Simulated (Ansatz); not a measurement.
Computed with Ansatz on PBE0-D4/def2-TZVP structures; ΔE is electronic, products minus reactants. CCSD(T)/CBS is the MP2 limit (def2-TZVPP, def2-QZVPP) plus CCSD(T) − MP2 in def2-TZVPP, frozen cores. This one scheme is used for every species. DFT in def2-TZVPP. B3LYP here is the variant with VWN-RPA as its local correlation; programs differ in this. HSE06 is defined as in plane-wave codes. For Ge outer-core shells are correlated without core-valence functions, which leaves a few kJ/mol of doubt a bond. Scalar relativity is left out up to krypton.

`C[CH2][GeH]` + CH₄ → `[CH3][GeH]` + `CC`  (formal exchange of groups at a Ge–C bond)

| level | ΔE (kcal/mol) | difference from CCSD(T)/CBS |
| --- | --- | --- |
| LDA (SPW92) | -0.2 | 0.0 |
| BLYP-D4 | -0.2 | 0.0 |
| r2SCAN-D4 | -0.6 | -0.4 |
| B97M-V | -0.9 | -0.7 |
| PBE0-D4 | -0.7 | -0.5 |
| B3LYP-D4 | -0.5 | -0.3 |
| r2SCANh-D4 | -0.7 | -0.5 |
| HSE06-D4 | -0.7 | -0.5 |
| BHLYP-D4 | -0.8 | -0.6 |
| CAM-B3LYP-D4 | -0.9 | -0.7 |
| ωB97X-V | -0.9 | -0.7 |
| ωB97M-V | -0.8 | -0.6 |
| B2PLYP | -1.0 | -0.8 |
| PBE | -1.0 | -0.8 |
| revPBE | -1.3 | -1.1 |
| BLYP | -1.4 | -1.2 |
| r2SCAN | -0.8 | -0.6 |
| PBE0 | -1.2 | -1.0 |
| B3LYP | -1.5 | -1.3 |
| r2SCANh | -0.9 | -0.7 |
| r2SCAN0 | -1.0 | -0.8 |
| HSE06 | -1.2 | -1.0 |
| BHLYP | -1.7 | -1.5 |
| CAM-B3LYP | -1.4 | -1.2 |
| LC-ωPBE | -1.3 | -1.1 |
| RPA@PBE/def2-TZVPP | -0.7 | -0.5 |
| HF/def2-SVP | -2.2 | -2.0 |
| MP2/def2-SVP | -0.3 | -0.1 |
| CCSD/def2-SVP | -0.9 | -0.7 |
| CCSD(T)/def2-SVP | -0.6 | -0.4 |
| HF/def2-TZVPP | -2.4 | -2.2 |
| MP2/def2-TZVPP | -0.2 | 0.0 |
| SCS-MP2/def2-TZVPP | -0.6 | -0.4 |
| CCSD/def2-TZVPP | -0.9 | -0.7 |
| CCSD(T)/def2-TZVPP | -0.6 | -0.4 |
| HF/def2-QZVPP | -2.4 | -2.2 |
| MP2/def2-QZVPP | 0.0 | 0.2 |
| SCS-MP2/def2-QZVPP | -0.4 | -0.2 |
| HF/CBS(def2) | -2.4 | -2.2 |
| MP2/CBS(def2) | 0.2 | 0.4 |
| CCSD(T)/CBS | -0.2 | 0 |

Largest T1 diagnostic among the species: 0.011.

Leaving LDA and LC-ωPBE aside and taking each functional with its dispersion term where it has one, the values, not all of them listed here, spread over 0.9 kcal/mol, from B2PLYP to revPBE-D4. In def2-TZVPP, CCSD(T) changes the Hartree–Fock value by +1.8 kcal/mol (the triples alone add +0.4 kcal/mol) and MP2 by +2.2 kcal/mol.
